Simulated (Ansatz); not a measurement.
```yaml
crystal:
  periodic: [false, false, false]
  atoms:
    - {symbol: Zn, position_ang: [1.980213, -0.558864, 1.597674]}
    - {symbol: Ag, position_ang: [1.724323, -1.769860, -0.859793]}
    - {symbol: Ag, position_ang: [-0.184927, 0.329140, 0.060230]}
    - {symbol: Ag, position_ang: [-0.509817, -1.186926, 2.714980]}
    - {symbol: Ag, position_ang: [-0.951871, -2.479460, 0.142993]}
    - {symbol: Ag, position_ang: [1.410395, -3.246314, 1.727177]}
    - {symbol: Ag, position_ang: [0.517484, 1.610269, 2.657429]}
basis:
  gaussian: {orbitals: STO-3G}
total_charge: -3
magnetization: {spin_polarized: true, initial_magnetization: 1}
hamiltonian: {xc: {name: B97}}
scf: {lower_state_search: off}
output: {forces: true}
```

```sh
$ ansatz run in.yaml --threads 4 --pin off --events-out ev --progress --plain --max-ram 4787MiB
```

(1) Does this run fit into the memory that it is given?

## Answers

(1) No. It has 180 basis functions, and the program plans for 7 GiB where 5 GiB are given.
